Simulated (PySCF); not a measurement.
Excitations are Tamm–Dancoff values on a coarser integration grid. The basis has no diffuse functions, so Rydberg states are missing or too high.

Z-matrix (Å, degrees):
```
N
C 1 1.3372
C 1 1.3380 2 119.35
C 3 1.3887 1 122.23 2 0.05
C 2 1.3902 1 122.12 3 -0.09
H 4 1.0911 3 119.88 1 -179.94
H 5 1.0911 2 119.82 1 -179.99
C 5 1.3922 7 121.45 2 179.92
H 8 1.0925 5 120.56 7 0.06
H 2 1.0925 1 115.93 3 179.77
H 3 1.0932 1 116.04 2 -179.64
Al 1 2.0788 2 121.70 10 -2.01
C 12 1.9856 1 100.10 2 -107.26
H 13 1.1041 12 112.57 1 61.70
H 13 1.1044 14 106.49 12 -121.79
H 13 1.1046 14 107.13 15 -113.34
C 12 1.9872 13 116.43 14 169.15
H 17 1.1040 12 112.79 13 -163.83
H 17 1.1044 18 107.24 12 -126.57
H 17 1.1045 18 106.29 19 -112.79
C 12 1.9873 13 116.83 14 -46.98
H 21 1.1047 12 109.32 13 -76.64
H 21 1.1048 22 105.87 12 122.77
H 21 1.1048 22 105.67 23 113.98
```
Charge 0, spin multiplicity 1.

### Question
What is the computed S1 oscillator strength, T1 excitation (TDA), total energy, charge on the central atom (meta-Löwdin), HOMO–LUMO gap, dipole moment, S1–T1 gap (TDA) and charge on the central atom (Mulliken) (PBE-D3(BJ)/def2-TZVP // PBE0-D3(BJ)/def2-SVP (PySCF))?

### Answer

* **S1 oscillator strength**: 0.002
* **T1 excitation (TDA)**: 2.40 eV
* **total energy**: -610.0320 Ha
* **charge on the central atom (meta-Löwdin)**: 0.70 e
* **HOMO–LUMO gap**: 2.43 eV
* **dipole moment**: 6.41 D
* **S1–T1 gap (TDA)**: 0.15 eV
* **charge on the central atom (Mulliken)**: 0.38 e
